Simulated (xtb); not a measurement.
CdI, SMILES [I][Cd+], charge +1. All values are semi-empirical tight-binding results from xtb (GFN2-xTB unless named), good for trends rather than for accurate numbers. The structure is a stationary point at GFN2-xTB. The multiplicity is an assumed one; other spin states were not compared.

Optimised geometry:

```xyz
2

Cd     0.0000     0.0000    -1.3414
I      0.0000     0.0000     1.2148
```
Charge +1, spin multiplicity 1.

For metal compounds this method's bond lengths and energies can be far off.

Estimate the properties. (The exact figures need the calculation; the answer reports its results.)


| Quantity | Value |
|---|---|
| point group as xtb finds it | C∞v |
| orbital gap | 2.16 eV |

Computed atomic charges and the Wiberg bond orders between heavy atoms:
charges (e) Cd1 0.60, I2 0.40. Bond orders Cd1–I2 1.59.
